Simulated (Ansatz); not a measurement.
The cluster Ga₃H₅, relaxed as a singlet with RKS r2SCAN-D4/def2-SVP in Ansatz, starting from the GFN2-xTB geometry. Force threshold 0.02 eV/Å.

Another isomer (singlet) lies 0.09 eV lower at PBE0-D4/def2-TZVP; other spin states weren't run for this one.

Start:

```
atom   x (Å)   y (Å)   z (Å)
 Ga1  -1.799   1.088   0.770
 Ga2   0.979  -0.695  -1.127
 Ga3   0.708  -0.583   1.558
  H4   1.319  -2.230  -1.273
  H5  -3.062   2.137  -0.146
  H6   0.119   0.169   3.112
  H7   2.176   0.327  -1.250
  H8  -0.440  -0.213  -1.644
```

Problem. Estimate the energy that the relaxation releases and the steps that it takes.

Solution. 1.85 eV, in 24 steps; 42 s on 4 threads of Arm Neoverse V2 on a shared host. The force fell under the threshold at step 23, but the optimiser went on. No frequencies were taken in this run, so the end may be a saddle point.

Problem. Does the start keep its bonding?

Solution. Bonds formed: Ga1–Ga3, Ga1–H7, Ga1–H8 (atoms count from 1). Metal–metal contacts that move far: Ga1–Ga2 3.81 to 2.63 Å.

Problem. Predict the relaxed structure.

Solution. 
```xyz
8

Ga   -0.916    0.993   -0.047
Ga    0.777   -0.944   -0.574
Ga    0.370   -0.138    1.699
H     1.298   -1.712   -1.839
H    -1.885    1.927   -0.854
H     0.707   -0.256    3.224
H     0.649    0.818   -0.920
H    -0.999   -0.688   -0.689
```
Bond lengths (bridged metal pairs left out): 2 × Ga–Ga 2.45 Å; 7 × Ga–H 1.57 to 1.80 Å.
